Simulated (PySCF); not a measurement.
C4H5ClSi, SMILES C#C/C=C\[SiH2]Cl. Geometry optimised at PBE-D3(BJ)/def2-SVP. The structure was generated by enumeration; whether it is a known compound was not checked. Other conformers were not sampled.

Computed equilibrium geometry at PBE-D3(BJ)/def2-SVP (PySCF confirms it by a frequency run) as bond lengths and angles (one conformer of several):
Atoms: C1 C2 C3 C4 Si5 Cl6 H7 H8 H9 H10 H11. Bond lengths (Å): C1–C2 1.227, C1–H7 1.081, C2–C3 1.423, C3–C4 1.362, C3–H8 1.106, C4–Si5 1.878, C4–H9 1.104, Si5–Cl6 2.088, Si5–H10 1.501, Si5–H11 1.501. Angles (°): C2–C1–H7 179.8, C1–C2–C3 179.1, C2–C3–C4 123.3, C2–C3–H8 116.4, C4–C3–H8 120.3, C3–C4–Si5 122.5, C3–C4–H9 118.3, Si5–C4–H9 119.2, C4–Si5–Cl6 107.8, C4–Si5–H10 111.4, C4–Si5–H11 111.4, Cl6–Si5–H10 108.2, Cl6–Si5–H11 108.3, H10–Si5–H11 109.7.
